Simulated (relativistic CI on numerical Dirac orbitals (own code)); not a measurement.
# One change at a time: Rh XVIII

Base calculation: Dirac-Coulomb-Breit CI, orbitals from a KLI potential per configuration, QED by a radiative potential, unscaled Slater integrals.

CI space (outside the closed core [Ne] 3s2): 3p⁶3d¹⁰, 3p⁶3d⁹4s, 3p⁶3d⁹4p, 3p⁶3d⁹4d, 3p⁶3d⁸4s², 3p⁶3d⁹4f, 3p⁶3d⁸4s4p, 3p⁵3d¹⁰4s, 3p⁶3d⁹5s, 3p⁶3d⁸4p², 3p⁶3d⁹5p, 3p⁶3d⁸4s4d, 3p⁵3d¹⁰4p, 3p⁶3d⁹5d, 3p⁶3d⁸4p4d, 3p⁶3d⁹5f. Levels of other configurations are missing.

Variants: (1) valence Slater integrals scaled by 0.9; (2) configuration mixing switched off. Shifts of the energy above 3p⁶3d¹⁰ ¹S0, in eV, for the lowest level and the first level of each name with at least 55 % of one term (blank where a level changes its place among those of its configuration and J or its character, or is not in the variant):

| Level | Base | Δ(1) | Δ(2) |
| --- | --- | --- | --- |
| 3p⁶3d¹⁰ ¹S0 | 0.000 | 0.000 | 0.000 |
| 3p⁶3d⁹4s ³D3 | 288.681 | +0.068 | +0.178 |
| 3p⁶3d⁹4s ³D1 | 293.640 | +0.064 | +0.175 |
| 3p⁶3d⁹4p ³P°2 | 323.753 | +0.188 | +0.266 |
| 3p⁶3d⁹4p ³F°2 | 329.149 | +0.080 | +0.005 |
| 3p⁶3d⁹4p ³P°1 | 329.503 | +0.161 | +0.240 |
| 3p⁶3d⁹4p ³F°4 | 330.490 | +0.085 | -0.017 |
| 3p⁶3d⁹4p ¹D°2 | 331.818 | -0.085 | +0.065 |
| 3p⁶3d⁹4p ¹P°1 | 332.378 | -0.138 | +0.217 |
| 3p⁶3d⁹4p ³D°3 | 332.662 | -0.134 | 0.000 |
| 3p⁶3d⁹4p ³P°0 | 333.726 | +0.286 | +0.323 |
| 3p⁶3d⁹4p ³D°1 | 336.509 | -0.076 | +0.102 |
| 3p⁶3d⁹4p ³D°2 | 337.367 | -0.125 | +0.009 |
| 3p⁶3d⁹4d ³S1 | 385.619 | +0.512 | +0.611 |

At this charge energies of transitions that change n are usually good to better than 1 %, and those within a shell (Δn = 0) to a few per cent.

Ionisation energy from the two ground configurations alone: base 738.401 eV. The NIST ASD value (theoretical) is 739 eV.

LS names give the leading component of a level, which can be under half, so a name can repeat, a term be missing and a line seem to break the LS rules.
